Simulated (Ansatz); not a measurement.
`[SiH3][GeH2][Cl]` + NH₃ → `[NH2][GeH2][Cl]` + SiH₄ at 500 K and 1 bar (cleavage of the Ge–Si bond).

Calculated with Ansatz (gas phase, PBE0-D4/def2-TZVP geometries, no zero-point term in ΔE). CCSD(T)/CBS adds triple-zeta CCSD(T) − MP2 to the extrapolated MP2 energy (def2 sets, frozen cores). This one scheme is used for every species. For Ge outer-core shells are correlated without core-valence functions, which leaves a few kJ/mol of doubt a bond. Scalar relativity is left out up to krypton. Each species was taken in one conformer, which may not be the lowest.

| species | CCSD(T)/CBS energy (Eh) | H − E (kJ/mol) | S (J/(mol·K)) |
| --- | --- | --- | --- |
| `[SiH3][GeH2][Cl]` | -2828.00643 | 150.6 | 392.7 |
| NH₃ | -56.50880 | 108.2 | 211.8 |
| `[NH2][GeH2][Cl]` | -2593.05183 | 148.2 | 353.4 |
| SiH₄ | -291.46306 | 102.4 | 230.9 |

H − E and S are ideal-gas, rigid-rotor, harmonic terms from PBE0-D4/def2-TZVP, for one conformer and one mirror image of each species. 1 Eh = 2625.50 kJ/mol, R = 8.31446 J/(mol·K).

**Question.** By hand: ΔE, ΔH, ΔS and ΔG.

**Answer.** ΔE = (-2593.05183) + (-291.46306) − (-2828.00643) − (-56.50880) = 0.00034 Eh = 0.9 kJ/mol. Δ(H − E) = 148.2 + 102.4 − 150.6 − 108.2 = -8.2, so ΔH = -7.3 kJ/mol. ΔS = 353.4 + 230.9 − 392.7 − 211.8 = -20.2 J/(mol·K). ΔG = -7.3 − 500 × (-20.2)/1000 = 2.8 kJ/mol.

**Question.** By hand: the equilibrium constant, and the temperature at which ΔG would vanish if ΔH and ΔS stayed fixed.

**Answer.** log₁₀ K = −ΔG/(RT ln 10) = -0.3. ΔG = 0 at ΔH/ΔS = 361 K, though so small a ΔH makes that figure unsure.

TΔS isn't small against ΔH here. The sign of ΔG lies within the doubt. A doubt of 5 kJ/mol in ΔE shifts log₁₀ K by 0.5 here. Other conformers and mirror images would add mixing entropy, several J/(mol·K) or more a flexible species. These are equilibria of isolated gas molecules and say nothing of rates. Largest T1 diagnostic: 0.011 (customary marks: 0.02 for closed shells, 0.045 for open ones).
